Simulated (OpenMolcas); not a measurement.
## B+: from RASSCF to RASPT2

| Quantity | Value |
| --- | --- |
| Program | OpenMolcas |
| Basis | ANO-RCC-VTZP [4s3p2d1f] |
| Scalar Hamiltonian | DKH2, point nucleus |
| Active space | 2 electrons in 9 orbitals (RAS2 2s 2p; RAS3 3d, at most 2 electrons) |
| State averaging | 2S+1 = 3 even, 3 roots; 2S+1 = 1 even, 7 roots; 2S+1 = 3 odd, 3 roots; 2S+1 = 1 odd, 3 roots |
| Spin-orbit coupling | RASSI with atomic mean-field integrals over the reference wave functions, term energies averaged over their components |

Methods on the same reference wave functions:
A. RASSCF
B. SS-RASPT2, IPEA 0.25 Eh, imaginary shift 0.1 Eh (closed shells correlated: 1s)
C. MS-RASPT2, IPEA 0.25 Eh, imaginary shift 0.1 Eh (closed shells correlated: 1s)

Energies in cm-1 above 2s2 1S0, the measured ground level; measured values from NIST Handbook of Basic Atomic Spectroscopic Data.

| Level | A | B | C | Measured |
| --- | --- | --- | --- | --- |
| 2s2 1S0 | 0.0 | 0.0 | 0.0 | 0.0 |
| 2s 2p 3P* 0 | 36753 | 37163 | 37187 | 37336 |
| 2s 2p 3P* 1 | 36761 | 37170 | 37194 | 37342 |
| 2s 2p 3P* 2 | 36775 | 37185 | 37209 | 37358 |
| 2s 2p 1P* 1 | 75499 | 74162 | 74186 | 73397 |
| 2p2 3P0 | 99420 | 99052 | 99076 | 98911 |
| 2p2 3P1 | 99427 | 99060 | 99084 | 98920 |
| 2p2 3P2 | 99442 | 99074 | 99098 | 98933 |
| 2p2 1D2 | 103701 | 102856 | 102880 | 102363 |
| 2p2 1S0 | 136737 | 130995 | 131043 | 127661 |

Deviations, from unrounded energies. A percentage is the sum of absolute deviations over the sum of measured energies, with the sign that they share, or ± where signs differ.

```csv
Against measurement,Levels,A,B,C
mean absolute deviation (cm-1),9,1800,610,630
other configurations (%),9,±2.2,±0.8,±0.8
```

B, C lie about equally close to measurement and A furthest from it. The largest miss of B in the table is 2p2 1S0, by +3300 cm-1. The ranking rests on the paired levels alone, and a cruder setting can come out closer through cancelling errors.

Between B and C the level of the table that moves most is 2p2 1S0, by 48 cm-1 (lowest in B, highest in C).

The lowest spin-free term lies below A's lowest term by 0.027 hartree in B, 0.027 hartree in C.

Active for correlation alone: 3d; no level in the range computed is led by a configuration that fills it, so any true level of that kind is missing. Without dynamic correlation excited terms often stand tens of per cent too high (terms of higher spin than the ground term too low), and those without a measured partner can miss by more than the paired ones (holds for A). Computed and measured levels are paired by configuration, term and J; levels that our copy of the source lacks, or whose pairing is in doubt (as where it misses far off the trend of its configuration), stay unpaired and out of the deviations. Levels of configurations outside the active space are missing.

* marks odd parity.
